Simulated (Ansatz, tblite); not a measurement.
Forces on Zn₅Cu₂ at its B3LYP-D4/def2-SVP geometry. The state is a singlet with charge 0.

The xTB rows come from tblite. The structure comes from a short search, and lower isomers may exist.

GFN1-xTB (tblite), largest force 0.70 eV/Å:

```xyz
7
positions Å, forces eV/Å
Cu   -0.317    0.781   -0.052   -0.222    0.580    0.000
Cu    0.784   -1.195    0.620    0.004    0.059    0.056
Zn    0.983   -0.945   -1.852   -0.242   -0.299   -0.365
Zn   -1.323    0.268   -2.212    0.141   -0.287    0.055
Zn   -1.285   -1.817   -0.616   -0.023   -0.216   -0.479
Zn    1.227    0.346    2.480    0.041    0.541    0.446
Zn   -0.068    2.563    1.632    0.301   -0.377    0.288
```

GFN2-xTB (tblite), largest force 0.82 eV/Å:

```
Cu -0.065 0.099 -0.034
Cu -0.260 0.610 -0.029
Zn -0.027 -0.346 -0.618
Zn 0.207 -0.146 0.267
Zn -0.257 -0.435 -0.467
Zn 0.140 0.527 0.616
Zn 0.262 -0.308 0.266
```

PBE0-D4/def2-TZVP (Ansatz), largest force 0.37 eV/Å:

```
Cu -0.092 0.165 -0.052
Cu 0.181 -0.301 0.126
Zn 0.003 -0.009 -0.107
Zn -0.066 -0.018 -0.139
Zn -0.077 -0.041 -0.060
Zn 0.058 0.053 0.142
Zn -0.007 0.150 0.090
```
